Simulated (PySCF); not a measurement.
**Electronic structure of B (boron, neutral) at the UHF level**

Configuration: [He] 2s1 2p2, high-spin 4P determinant (an excited configuration). All numbers are calculated (PySCF 2.14, the non-relativistic Hamiltonian (point nucleus), in aug-cc-pV5Z (7s6p5d4f3g2h, 127 functions)).

| Quantity | Value |
| --- | --- |
| Total energy | -24.452695 hartree |
| One-electron energy | -32.1926 hartree |
| Hartree (Coulomb) energy | 11.6293 hartree |
| Exchange energy | -3.8894 hartree |
| Kinetic energy | 24.45251 hartree |
| ⟨S²⟩ | 3.7500 |
| ⟨L²⟩ | 2.013 |
| Sum of ⟨r⟩ | 6.770 bohr |
| Sum of ⟨r²⟩ | 15.71 bohr² |
| Traceless quadrupole moment −½Σ⟨3z² − r²⟩ along its main axis | 2.44 e·bohr² |
| Density at the nucleus (Gaussians lack the cusp) | 69.8 bohr⁻³ |
| Spin density at the nucleus | 1.62 bohr⁻³ |
| Langevin diamagnetic susceptibility | -12.4 ×10⁻⁶ cm³/mol |

| shell | electrons | mean orbital energy (hartree) | rms radius, mean of both spins (bohr) |
| --- | --- | --- | --- |
| 1s α | 1 | -7.71410 | 0.380 |
| 1s β | 1 | -7.64188 | 0.380 |
| 2s α | 1 | -0.64396 | 2.08 |
| 2p α | 2 | -0.35642 | 2.36 |

Spin-orbit constants ζ (cm⁻¹) from the X2C one-electron operator on these orbitals (non-relativistic here): bare nucleus, nucleus screened by l(l+1)(2l+1)/3 electrons, and screened by the Breit-Pauli mean field of the electrons.

```csv
shell,bare,screened nucleus,mean field
2p,23.79,14.27,10.63
```

To first order the Landé constant is A = 3.544 cm⁻¹, so the lowest level has J = 1/2 and lies 0.00110 eV below the centre of the term. This holds in LS coupling only.
